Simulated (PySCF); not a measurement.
Basis-set dependence of excited states

Species: C3H6BCl.
SMILES: `C1(BCl)CC1`

TDDFT with PBE0 (PySCF), vertical singlets, core orbitals frozen in the response, spherical d and f functions. One conformer (not necessarily the lowest) at the PBE0-D3(BJ)/def2-SVP geometry, without solvent, vibrations or thermal averaging.

Q: How do the low singlets change with the basis? Take 6-31G*, def2-SVP, 6-31+G*, def2-SVPD, aug-cc-pVDZ, def2-TZVP and def2-TZVPD.

A: 

```
      basis  functions  diffuse  S1 (eV)  S2 (eV)  S3 (eV)  S4 (eV)  S5 (eV)  LUMO (eV)  α (au)
     6-31G*         86       no     5.58     6.61     6.64     7.36     7.69      -0.89    50.6
   def2-SVP        104       no     5.52     6.62     6.64     7.30     7.63      -1.01    51.3
    6-31+G*        106      yes     5.51     6.49     6.55     7.28     7.56      -1.15    57.0
  def2-SVPD        155      yes     5.47     6.48     6.54     7.22     7.52      -1.22    61.8
aug-cc-pVDZ        173      yes     5.45     6.42     6.50     7.21     7.40      -1.20    62.7
  def2-TZVP        197       no     5.46     6.47     6.52     7.20     7.50      -1.16    59.5
 def2-TZVPD        248      yes     5.44     6.42     6.50     7.18     7.47      -1.21    62.9
```

States are compared by their number. Against the largest diffuse basis here (def2-TZVPD, itself not a converged limit), sets without diffuse functions differ by up to 0.14 eV in S1 and 0.23 eV in S5; the smaller diffuse sets differ by up to 0.07 and 0.10 eV. State by state, the largest deviation of a set without diffuse functions is S1 0.14, S2 0.20, S3 0.15, S4 0.18, S5 0.23 eV. The same number needn't mean the same state in each row. Against def2-TZVPD the polarisability deviates by -20% in 6-31G*, -19% in def2-SVP, -9% in 6-31+G*, -2% in def2-SVPD, 0% in aug-cc-pVDZ, -5% in def2-TZVP. A single + in a Pople set puts diffuse functions on heavy atoms only.
